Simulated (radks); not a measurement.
Polarisability of neutral magnesium, [Ne] 3s2, at imaginary frequency. Calculated with a radial shooting solver on a logarithmic mesh with Libxc functionals: scalar-relativistic Kohn-Sham, LDA (Slater exchange, Perdew-Wang correlation), spin-polarised, spherical densities, finite nucleus; Fermi nuclear charge, rms radius 3.057 fm. Response by self-consistent Sternheimer equations with the Hartree and adiabatic LDA kernel, the relativistic mass of each level held fixed and spin-orbit coupling left out.

w (hartree),alpha1(iw) (bohr^3),alpha2(iw) (bohr^5)
0.00266,70.99,862.9
0.0143,70.45,859.4
0.0360,67.59,840.1
0.0697,59.76,783.4
0.118,46.24,669.3
0.186,30.79,505.8
0.280,18.19,335.0
0.413,10.01,197.9
0.605,5.315,106.9
0.892,2.796,53.53
1.35,1.476,24.87
2.12,0.7750,10.51
3.59,0.3772,3.841
6.94,0.1428,1.085
17.5,0.02961,0.1779

Static values: alpha1 = 71.01 bohr^3 (10.52 angstrom^3; uncoupled 121.3), alpha2 = 863.1 bohr^5, alpha3 = 16580 bohr^7. C6 = 618.3, C8 = 43350, triple-dipole C9 = 32590 atomic units. One-pole (London) frequency 4 C6 / (3 alpha1^2) = 0.164 hartree, against 0.176 for minus the highest occupied eigenvalue. Recommended static value: 71.2 bohr^3 (Schwerdtfeger and Nagle, 2023 table).
